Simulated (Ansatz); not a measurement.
C₂H₆AlNS, relaxed with RKS PBE-D4/def2-SVP in the Gaussian-basis code of Ansatz from a rough embedded geometry. The force threshold is 0.03 eV/Å; the program also tests the step.

Charge 0, multiplicity 1. The bonds changed during the relaxation, so this is another structure than the one it started from.

Start:

```xyz
11

C     0.539    0.230    1.401
C    -0.263    0.762    0.264
N     0.174    1.766   -0.349
S    -1.810    0.035   -0.322
Al   -0.804   -1.449   -1.677
H     1.479   -0.128    1.103
H    -0.051   -0.655    1.836
H     0.583    0.985    2.174
H     1.046    2.284   -0.109
H    -0.555   -0.988   -3.189
H    -0.336   -2.841   -1.131
```

Problem. How much energy does the relaxation release, and in how many steps? (Best estimate.)

Solution. The calculation gave: 222.82 kJ/mol, in 33 steps, 5 of them rejected.

Problem. Which bonds change most? (Estimate.)

Solution. Ansatz gave: N3–Al5 from 3.613 to 1.967 Å; S4–Al5 from 2.247 to 2.390 Å; C2–S4 from 1.807 to 1.736 Å; C2–N3 from 1.254 to 1.321 Å.

Problem. Give the relaxed structure. (An estimate is asked.)

Solution. Ansatz gave: 
```xyz
11

C     0.246    0.594    1.750
C    -0.131    0.053    0.402
N     0.662    0.076   -0.654
S    -1.689   -0.657    0.118
Al   -0.531   -0.770   -1.970
H     1.288    0.968    1.768
H     0.125   -0.196    2.519
H    -0.444    1.418    2.026
H     1.596    0.485   -0.546
H    -1.068    0.276   -3.056
H    -0.054   -2.247   -2.359
```
